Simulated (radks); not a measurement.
Values are calculated unless marked as measured or tabulated.
The neodymium anion Nd- inside a hard spherical wall (all orbitals vanish at R), configuration held at [Xe] 4f5 6s2 and not refilled when levels cross. Level of theory: scalar-relativistic Kohn-Sham, PBE, spin-unpolarised, spherical densities, point nucleus (a radial shooting solver on a logarithmic mesh with Libxc functionals). Eigenvalues in eV, with the zero of energy where the potential of the charges vanishes at infinity; a dash marks a level that is unbound or too diffuse for the functional's potential to be trusted. A positive occupied level is held by the wall or, in an anion where self-interaction has pushed it up, behind a barrier. The pressure on the wall is -dE/dV.

R (bohr)	E (hartree)	kinetic (hartree)	e(5s)	e(5p)	e(6s)	e(6p, empty)	e(5d, empty)	e(4f)	pressure (GPa)
12	-9623.9011	10243.533	-34.311	-16.190	0.637	-	-	4.731	0.148
10	-9623.8749	10243.579	-33.051	-14.983	1.351	-	-	6.020	0.448
6	-9623.5898	10244.332	-27.344	-9.612	6.765	10.971	8.683	11.986	13.5
5	-9623.2583	10245.327	-24.299	-6.814	11.842	18.040	12.115	15.381	48.0
4	-9622.3046	10248.526	-18.795	-1.580	24.420	34.453	19.209	21.896	244
3	-9618.4730	10261.462	-5.165	12.955	64.840	82.336	39.199	38.652	2010
2.5	-9612.1633	10281.290	11.533	32.182	119.21	143.01	65.027	57.453	7330
2	-9594.6868	10332.828	51.401	78.820	243.77	277.16	124.80	93.763	34200
